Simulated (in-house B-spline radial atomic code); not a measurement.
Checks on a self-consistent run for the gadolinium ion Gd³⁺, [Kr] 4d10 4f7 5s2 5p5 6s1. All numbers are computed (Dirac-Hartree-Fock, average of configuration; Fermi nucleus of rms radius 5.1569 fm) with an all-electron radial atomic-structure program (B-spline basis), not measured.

| orbital | q | ε (Eh) | <1/r> | <r²> | small-component weight |
| --- | --- | --- | --- | --- | --- |
| 1s1/2 | 2 | -1858.59391 | 71.6446 | 0.00065473 | 0.056853 |
| 2s1/2 | 2 | -312.20219 | 17.1135 | 0.0102003 | 0.012587 |
| 2p1/2 | 2 | -295.76963 | 17.049 | 0.00743482 | 0.01259 |
| 2p3/2 | 4 | -270.12675 | 15.0785 | 0.00866299 | 0.01168 |
| 3s1/2 | 2 | -71.98456 | 6.25518 | 0.067679 | 0.0040076 |
| 3p1/2 | 2 | -64.85658 | 6.15739 | 0.0632405 | 0.0039345 |
| 3p3/2 | 4 | -59.49027 | 5.66243 | 0.0701752 | 0.0036861 |
| 3d3/2 | 4 | -47.35268 | 5.52424 | 0.0561455 | 0.0035447 |
| 3d5/2 | 6 | -46.19826 | 5.40081 | 0.0580873 | 0.003472 |
| 4s1/2 | 2 | -16.29023 | 2.58806 | 0.344918 | 0.0012438 |
| 4p1/2 | 2 | -13.44244 | 2.47681 | 0.364954 | 0.0011649 |
| 4p3/2 | 4 | -12.24012 | 2.31843 | 0.401476 | 0.0010851 |
| 4d3/2 | 4 | -7.50626 | 2.09647 | 0.462053 | 0.00091757 |
| 4d5/2 | 6 | -7.28583 | 2.05498 | 0.477085 | 0.0008934 |
| 4f5/2 | 3 | -1.87461 | 1.57316 | 0.823695 | 0.00055699 |
| 4f7/2 | 4 | -1.84686 | 1.55724 | 0.841642 | 0.00054801 |
| 5s1/2 | 2 | -3.30701 | 0.994668 | 1.97411 | 0.00026227 |
| 5p1/2 | 1.6667 | -2.43855 | 0.896367 | 2.40385 | 0.00021946 |
| 5p3/2 | 3.3333 | -2.25863 | 0.843315 | 2.66076 | 0.0001995 |
| 6s1/2 | 1 | -0.99477 | 0.402908 | 10.9118 | 5.3789e-05 |

Electron-electron repulsion V_ee = 4065.5321 hartree.

**Question.** What total energy follows from the eigenvalues?

**Answer.** The eigenvalues count the repulsion twice, so E = Σqε - V_ee = -7206.261 - 4065.532 = -11271.793 hartree; the run printed -11271.793.

**Question.** Does the Dirac virial theorem hold?

**Answer.** For a point nucleus E = -2c²Σq·w, with w the small-component weight. Here Σq·w = 0.30008 and c = 137.0360, so the ratio E/(-2c²Σq·w) is 1.000135; the finite nucleus accounts for the departure from 1.

**Question.** What diamagnetic shielding (Lamb formula) and susceptibility (Langevin formula) do the radii give?

**Answer.** σ = (α²/3)Σq<1/r> = 431.67/(3·137.036²) = 7662.3 ppm, and χ = -0.79199×10⁻⁶·Σq<r²> = -33.66×10⁻⁶ cm³/mol with Σq<r²> = 42.497 bohr². Both are non-relativistic formulas without the paramagnetism of open shells; for so heavy an element the full relativistic shielding is larger by tens of per cent.
